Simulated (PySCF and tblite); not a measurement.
Results of a calculation; reference values are marked as such.
System: fluorodimethoxyborane, C₂H₆BFO₂, numbered as in [CH3:1][O:2][B:3]([F:4])[O:5][CH3:6].

Geometries: GFN2-xTB; energies: PBE0/pcSseg-1 + D3(BJ); zero-point and thermal terms from GFN2-xTB harmonic modes (soft modes blended into free rotors). Rate constants are transition-state-theory values, counting equivalent paths, without tunnelling. Run with tblite and PySCF.

Question: How high is the barrier to the rotation about the B3–O5 bond (torsion O2–B3–O5–C6 from 180° to 360°, rising), through which structure does it pass, and what rate follows at 298 K?

Answer: The electronic barrier is 7.6 kcal/mol and ΔG‡(298 K) 7.5 kcal/mol, over a C1 saddle with an imaginary mode of 173i cm⁻¹ (GFN2-xTB). With 2 equivalent paths, k is 3.9×10⁷ s⁻¹, a mean lifetime of the start of 26 ns against this motion. The end lies 1.5 kcal/mol below the start in free energy.
